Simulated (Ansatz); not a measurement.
Compare A (`CN1[SiH2]C1O`) with its isomer B (`C1CO[SiH2]N1`).

Gas-phase electronic energies from Ansatz, PBE0-D4/def2-TZVP geometries. CCSD(T)/CBS is the MP2 limit (def2-TZVPP, def2-QZVPP) plus CCSD(T) − MP2 in def2-TZVPP, frozen cores. Functionals use def2-TZVPP. B3LYP here is the variant with VWN-RPA as its local correlation; programs differ in this. One conformer a species, not always the lowest.

(1) Which isomer does CCSD(T)/CBS put lower? Give the gap. (Estimate.)

(2) Give E(B) − E(A) in kJ/mol with ωB97M-V, PBE-D4, CCSD/def2-TZVPP, MP2/def2-TZVPP, CCSD(T)/def2-TZVPP, B3LYP, r2SCAN-D4. (Best estimate.)

Largest T1 diagnostic: 0.013.

Answers

(1) Computed: B, by 269.0 kJ/mol.

(2) The calculation gave: ωB97M-V -264.1, PBE-D4 -230.9, CCSD/def2-TZVPP -274.3, MP2/def2-TZVPP -269.8, CCSD(T)/def2-TZVPP -267.5, B3LYP -253.4, r2SCAN-D4 -254.1. None reverses the order clearly.

The D4 term adds −3.0 kJ/mol with B3LYP and −1.3 kJ/mol with PBE0; it sums over pairs of atoms, weighted by their polarisabilities, and B3LYP, whose exchange is more repulsive, gets the larger term. From PBE to PBE0 (25 % exact exchange), in def2-TZVPP and without D4, E(B) − E(A) moves by −22.0 kJ/mol.
